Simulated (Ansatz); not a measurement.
`BC1[SiH2][SiH2]1` + H₂ → `C1[SiH2][SiH2]1` + BH₃ at 500 K and 1 bar (hydrogenolysis of a C–B bond).

Program: Ansatz. Geometries: PBE0-D4/def2-TZVP. ΔE: electronic, gas phase. CBS: MP2 limit from def2 TZ/QZ plus the TZ coupled-cluster correction, frozen cores. This one scheme is used for every species.

| species | CCSD(T)/CBS energy (Eh) | H − E (kJ/mol) | S (J/(mol·K)) |
| --- | --- | --- | --- |
| `BC1[SiH2][SiH2]1` | -645.16518 | 233.2 | 394.0 |
| H₂ | -1.17544 | 41.0 | 145.5 |
| `C1[SiH2][SiH2]1` | -619.77066 | 192.4 | 344.0 |
| BH₃ | -26.55200 | 86.8 | 208.8 |

H − E and S are ideal-gas, rigid-rotor, harmonic terms from PBE0-D4/def2-TZVP, for one conformer and one mirror image of each species. The MP2-based limit puts H₂ 0.8 mEh under its directly extrapolated value; such offsets cancel only in part. 1 Eh = 2625.50 kJ/mol, R = 8.31446 J/(mol·K).

**Question.** By hand: ΔE, ΔH, ΔS and ΔG.

**Answer.** ΔE = (-619.77066) + (-26.55200) − (-645.16518) − (-1.17544) = 0.01796 Eh = 47.2 kJ/mol. Δ(H − E) = 192.4 + 86.8 − 233.2 − 41.0 = 5.0, so ΔH = 52.2 kJ/mol. ΔS = 344.0 + 208.8 − 394.0 − 145.5 = 13.3 J/(mol·K). ΔG = 52.2 − 500 × (13.3)/1000 = 45.6 kJ/mol.

**Question.** By hand: the equilibrium constant, and the temperature at which ΔG would vanish if ΔH and ΔS stayed fixed.

**Answer.** log₁₀ K = −ΔG/(RT ln 10) = -4.8. ΔG = 0 at ΔH/ΔS = 3925 K, far beyond where these terms or the molecules hold.

The number of gas molecules stays the same, so ΔS is small and ΔH decides. A doubt of 5 kJ/mol in ΔE shifts log₁₀ K by 0.5 here. Other conformers and mirror images would add mixing entropy, several J/(mol·K) or more a flexible species. These are equilibria of isolated gas molecules and say nothing of rates. Largest T1 diagnostic: 0.014 (customary marks: 0.02 for closed shells, 0.045 for open ones).
